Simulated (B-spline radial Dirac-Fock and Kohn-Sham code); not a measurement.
## Relativistic shifts of the levels of Hf²⁷⁺

System: the Hf²⁷⁺ ion, configuration [Kr] 4d9.

Both columns are ΔSCF binding energies of the configuration average from an atomic code on a B-spline grid: non-relativistic Hartree-Fock with a point nucleus, and Dirac-Fock with a finite nucleus and the Coulomb interaction alone, averaged over the two j levels with weights 2j+1.

```
shell  Hartree-Fock (eV)  Dirac-Fock (eV)  shift (eV)  shift (%)
   1s            61593.0          66605.9    +5012.93      +8.14
   2s            10953.3          12273.1    +1319.81     +12.05
   2p            10502.6          10937.4     +434.79      +4.14
   3s             3243.2           3569.3     +326.12     +10.06
   3p             3037.1           3157.7     +120.59      +3.97
   4s             1310.6           1406.4      +95.80      +7.31
   4p             1219.8           1256.2      +36.37      +2.98
   4d             1057.3           1055.2       -2.02      -0.19
```

Relativity binds 1s, 2s, 2p, 3s, 3p, 4s, 4p more strongly, among those listed most of all 2s in relative terms, and 4d more weakly, because the contracted s and p shells screen the nucleus better.

Values without a named source are computed, but for edge energies of neutral atoms, which are taken from tables.
